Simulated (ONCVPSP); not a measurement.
## What one change does to a pseudopotential (Cu, ONCV)

- Element: Cu (Z = 29)
- Generator: ONCVPSP 4.0.1
- Type: optimised norm-conserving Vanderbilt (ONCV)
- Functional: PBEsol
- Relativity: scalar-relativistic
- Frozen core: [Ne]
- Valence charge: 19
- Reference configuration: 3s2 3p6 3d8 (charge +3)
- Partial waves: 3s: rc 1.00 bohr, ncon 4, nbas 7, qcut 11.9 1/bohr, 1 projector; 3p: rc 1.15 bohr, ncon 4, nbas 8, qcut 11.3 1/bohr, 2 projectors, debl 0.7 Ha; 3d: rc 0.70 bohr, ncon 3, nbas 8, qcut 14.2 1/bohr, 2 projectors, debl 1.6 Ha
- Local potential: polynomial inside 0.60 bohr (lpopt 1, dvloc0 4 Ha)
- Core correction: none

In the p channel the program set the typed energies aside and used -4.322, 0.250 Ha. In the d channel the program set the typed energies aside and used -1.796, 0.250 Ha.

Change: s: qcut 10.9; p: qcut 10.3; d: qcut 13.

Cutoffs: the cutoffs (Ha) at which the residual kinetic energy of the hardest occupied pseudo-wave falls to 1 and 0.1 mHa per electron; they do not see the model core or the augmentation charge, which bear on the density cutoff. Errors are all-electron minus pseudo energies relative to the spin-unpolarised reference configuration.

Q: What does the change do?

A: Of the 4 tests that both files solve, the error grows in 4 and shrinks in 0 by more than 15 % and 0.3 meV (median size 28.3 → 40.1 meV); neither file shows a bound ghost.

```csv
quantity,base,changed
"cutoffs, loose and tight","469 Ha, 828 Ha",not determined
bound ghosts,none,none
GHOST(+) flags under 300 eV,none,none
"error for 3s2 3p6 3d10 4s1, meV [ΔE -68.41 eV]",+236,+286
"error for 3s2 3p6 3d10, meV [ΔE -60.31 eV]",+35,+49
"error for 3s2 3p6 3d9, meV [ΔE -38.99 eV]",+22,+31
"error for 3s2 3p6 3d7, meV [ΔE 59.67 eV]",-13,-24
s: phases at 1.01 bohr within 0.05 rad from the reference energy up to (Ha; the scan ends near 5),-0.7,-1.0
p: phases at 1.16 bohr within 0.05 rad from the reference energy up to (Ha; the scan ends near 5),to the end of the scan,to the end of the scan
d: phases at 0.71 bohr within 0.05 rad from the reference energy up to (Ha; the scan ends near 5),to the end of the scan,to the end of the scan
```
